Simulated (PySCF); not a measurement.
**Pb (lead, neutral) across methods**

[Xe] 4f14 5d10 6s2 6p2, high-spin 3P determinant. Computed with PySCF 2.14 in aug-cc-pVTZ-PP with ECP60MDF, with a scalar-relativistic core potential.

```tsv
method	E (hartree)	mean ε 6s α (eV)	mean ε 6s β (eV)	mean ε 6p α (eV)	Σ⟨r²⟩ (bohr²)	⟨S²⟩
r2SCAN	-192.9256	-12.753	-11.411	-4.190	65.66	2.005
wB97X	-192.8698	-16.141	-14.675	-6.545	65.82	2.002
B97-3	-192.8740	-13.622	-12.166	-4.655	65.93	2.003
LDA	-192.5681	-12.574	-11.742	-4.000	66.25	2.001
BLYP	-192.8127	-12.094	-11.352	-3.685	66.87	2.001
UHF	-191.83576	-16.961	-13.702	-6.935	66.70	2.010
PBE	-192.8645	-12.307	-11.333	-3.915	66.52	2.002
PBE0	-192.8369	-13.688	-12.181	-4.791	65.99	2.003
M06-2X	-192.7210	-15.355	-12.626	-5.727	65.01	2.007
```

Energies and moments cover only the electrons outside the core potential. Spin-orbit coupling is strong in this species (close to jj coupling), so the high-spin LS determinant is a model state, not a physical level.
